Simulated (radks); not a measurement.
Ionisation of neutral iodine, [Kr] 4d10 5s2 5p5, to [Kr] 4d10 5s2 5p4 as the strength of local exchange is varied. Calculated with a radial shooting solver on a logarithmic mesh with Libxc functionals: scalar-relativistic Kohn-Sham, Slater X-alpha exchange (alpha = 2/3 is LDA exchange), no correlation, spin-polarised, spherical densities, point nucleus; open shells are filled with parallel spins first (spin-orbit coupling, left out, can overturn this in heavy ions).

alpha  E(I) (hartree)  exchange (hartree)  IE (eV)  -e of the level emptied (eV)  <r> of it (bohr)
0.601     -7088.75706          -152.93469    8.854                    5.169 (5p)             2.560
0.667     -7105.61422          -170.11790    9.441                    5.712 (5p)             2.517
0.689     -7111.24185          -175.86264    9.640                    5.897 (5p)             2.503
0.723     -7119.94752          -184.75760    9.953                    6.189 (5p)             2.483
0.77      -7131.99866          -197.08699   10.392                    6.601 (5p)             2.455
0.815     -7143.55528          -208.92802   10.821                    7.006 (5p)             2.429
0.858     -7154.61501          -220.27595   11.238                    7.401 (5p)             2.405
0.929     -7172.91215          -239.08413   11.944                    8.072 (5p)             2.367

NIST Atomic Spectra Database: 10.451 eV (measured). The Delta-SCF value meets it near alpha = 0.78. Open shells are spherical and high-spin; term and fine-structure splittings are not resolved. Spin-orbit splitting is averaged out at the scalar-relativistic level.
